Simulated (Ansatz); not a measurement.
Start from `O[SiH2][SeH]` and change one atom or group to get `O[SiH2]O`.

Ansatz, PBE0-D4/def2-TZVP geometries, multiplicity 1. Each molecule was computed in one conformer, which needn't be the lowest.

Scalar relativity is left out up to krypton.

```csv
property,`O[SiH2][SeH]`
HOMO–LUMO gap (B3LYP/def2-TZVPP) / eV,6.62
HOMO energy (B3LYP/def2-TZVPP) / eV,-7.02
HOMO–LUMO gap (ωB97M-V/def2-TZVPP) / eV,11.07
size of the dipole moment (ωB97M-V/def2-TZVPP) / D,1.50
LUMO energy (ωB97M-V/def2-TZVPP) / eV,1.63
size of the dipole moment (PBE/def2-TZVPP) / D,1.45
```

Q: Give the same properties after the change, and the shifts. (Estimate.)

A: Computed: 
```
                                          property  `O[SiH2]O`  shift
             HOMO–LUMO gap (B3LYP/def2-TZVPP) / eV        8.85   2.23
               HOMO energy (B3LYP/def2-TZVPP) / eV       -8.69  -1.67
           HOMO–LUMO gap (ωB97M-V/def2-TZVPP) / eV       13.21   2.14
size of the dipole moment (ωB97M-V/def2-TZVPP) / D        1.06  -0.44
             LUMO energy (ωB97M-V/def2-TZVPP) / eV        2.01   0.38
    size of the dipole moment (PBE/def2-TZVPP) / D        1.09  -0.36
```

With PBE0 the HOMO falls by 1.62 eV and the LUMO rises by 0.63 eV, so the gap widens by about 2.25 eV. PBE moves the HOMO by -1.25 eV and ωB97M-V by -1.76 eV. Dipoles are sizes alone; their direction can turn.

B3LYP here is the variant with VWN-RPA as its local correlation; programs differ in this.

Spin–orbit coupling is left out; it splits and shifts lone-pair levels of the heavy atoms by tenths of an eV.
